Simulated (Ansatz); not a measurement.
Reaction (redistribution): `[OH][Ge]([OH])([F])[SiH3]` + `O[SiH](Cl)Cl` → `[OH][GeH]([OH])[F]` + `[SiH3]O[SiH](Cl)Cl`

Calculated with Ansatz (gas phase, PBE0-D4/def2-TZVP geometries, no zero-point term in ΔE). CCSD(T)/CBS adds triple-zeta CCSD(T) − MP2 to the extrapolated MP2 energy (def2 sets, frozen cores). This one scheme is used for every species. DFT in def2-TZVPP. B3LYP here is the variant with VWN-RPA as its local correlation; programs differ in this. HSE06 is defined as in plane-wave codes. For Ge outer-core shells are correlated without core-valence functions, which leaves a few kJ/mol of doubt a bond. Scalar relativity is left out up to krypton. One conformer a species, not always the lowest.

```tsv
level	ΔE (kJ/mol)	difference from CCSD(T)/CBS
LDA (SPW92)	-62.0	23.7
r2SCAN-D4	-78.4	7.3
B3LYP-D4	-82.9	2.8
r2SCANh-D4	-80.6	5.1
r2SCAN0-D4	-83.7	2.0
HSE06-D4	-70.2	15.5
CAM-B3LYP-D4	-90.0	-4.3
B2PLYP	-87.2	-1.5
B3LYP	-80.8	4.9
r2SCAN0	-83.1	2.6
HF/def2-SVP	-106.2	-20.5
CCSD/def2-SVP	-90.1	-4.4
HF/def2-TZVPP	-112.9	-27.2
HF/def2-QZVPP	-116.1	-30.4
MP2/def2-QZVPP	-93.2	-7.5
SCS-MP2/def2-QZVPP	-97.9	-12.2
CCSD(T)/CBS	-85.7	0
```

Largest T1 diagnostic among the species: 0.013.

In def2-TZVPP, CCSD(T) changes the Hartree–Fock value by +25.5 kJ/mol (the triples alone add +3.6 kJ/mol) and MP2 by +19.8 kJ/mol. From r2SCAN to r2SCAN0 (25 % exact exchange), in def2-TZVPP and without D4, ΔE moves by −5.2 kJ/mol. Leaving LDA and LC-ωPBE aside and taking each functional with its dispersion term where it has one, the values, not all of them listed here, spread over 36.6 kJ/mol, from BHLYP-D4 to PBE-D4. LDA lies −3.9 kJ/mol from PBE without D4.

CCSD(T)/CBS has its own doubt, a few kJ/mol and more with outer-core shells, so smaller differences from it don't rank the levels.
